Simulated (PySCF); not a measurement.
Ligand exchange on a metal centre used in film growth or etching (Zr NH2-Br). Gas-phase values, no solvent. One relaxed conformer stands for each flexible species; it need not be the lowest.

The charge on the central atom (Mulliken) from two functionals at the same geometries (r2SCAN-D4/def2-SVP), both in PySCF: PBE-D3(BJ)/def2-TZVP and B3LYP-D3(BJ)/def2-TZVP. B3LYP has the VWN-RPA correlation part, as in Gaussian. 

```json
[
 {"species": "0 of 4 NH2 replaced by Br", "PBE-D3(BJ)/def2-TZVP (e)": "1.51"},
 {"species": "2 of 4 NH2 replaced by Br ([Zr(NH2)2(Br)2])", "PBE-D3(BJ)/def2-TZVP (e)": "1.33"},
 {"species": "4 of 4 NH2 replaced by Br ([Zr(Br)4])", "PBE-D3(BJ)/def2-TZVP (e)": "1.14"}
]
```

### Question
What does B3LYP-D3(BJ)/def2-TZVP give for each?

### Answer

- 0 of 4 NH2 replaced by Br: 1.70
- 2 of 4 NH2 replaced by Br ([Zr(NH2)2(Br)2]): 1.48
- 4 of 4 NH2 replaced by Br ([Zr(Br)4]): 1.25
Over these rows, drawn at random from the members with no instability flagged (it was tested for open shells, ions and some series alone), PBE minus B3LYP-D3(BJ): mean -0.15 e, from -0.19 e to -0.11 e.
